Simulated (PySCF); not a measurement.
Ge(F)3(SeH) (F3GeHSe), SMILES [F][Ge]([F])([F])[SeH].

Geometry optimised at B3LYP-D3(BJ)/def2-SVP. The structure was generated by enumeration, and PubChem lists no compound with its InChIKey, so it may never have been made. One conformer was computed; it need not be the lowest.

Calculation: TDA-LC-ωPBE/def2-SVPD (PySCF).

Vertical excitations. Isolated molecule, no solvent. State labels are in the subgroup Cs.

Computed lowest excited states:
| state | symmetry | energy (eV) | λ (nm) | f | main pairs |
|---|---|---|---|---|---|
| S1 | A" | 5.07 | 244 | 0.006 | HOMO→LUMO 79 %, HOMO→LUMO+1 17 % |
| S2 | A" | 6.26 | 198 | 0.018 | HOMO→LUMO+1 76 %, HOMO→LUMO 15 % |
| S3 | A" | 7.69 | 161 | 0.002 | HOMO→LUMO+5 86 % |
| S4 | A' | 7.76 | 160 | 0.075 | HOMO−1→LUMO 48 %, HOMO→LUMO+6 41 % |
| S5 | A' | 8.65 | 143 | 0.250 | HOMO−1→LUMO+1 60 %, HOMO−1→LUMO 18 % |
| S6 | A" | 8.71 | 142 | 0.070 | HOMO→LUMO+2 76 % |
| S7 | A" | 8.92 | 139 | 0.024 | HOMO→LUMO+3 73 % |
| S8 | A' | 8.98 | 138 | 0.027 | HOMO−2→LUMO 68 %, HOMO→LUMO+6 10 % |
| S9 | A' | 9.13 | 136 | 0.406 | HOMO→LUMO+4 33 %, HOMO→LUMO+6 23 %, HOMO−1→LUMO+1 17 %, HOMO−1→LUMO 7 % |
| S10 | A" | 9.20 | 135 | 0.000 | HOMO−3→LUMO 83 % |
| T1 | A" | 4.49 | 276 | 0 | HOMO→LUMO 81 %, HOMO→LUMO+1 13 % |
| T2 | A" | 5.58 | 222 | 0 | HOMO→LUMO+1 75 % |
| T3 | A' | 6.29 | 197 | 0 | HOMO−1→LUMO 80 % |
| T4 | A" | 7.50 | 165 | 0 | HOMO→LUMO+5 86 % |
Triplets are in the Tamm–Dancoff approximation.
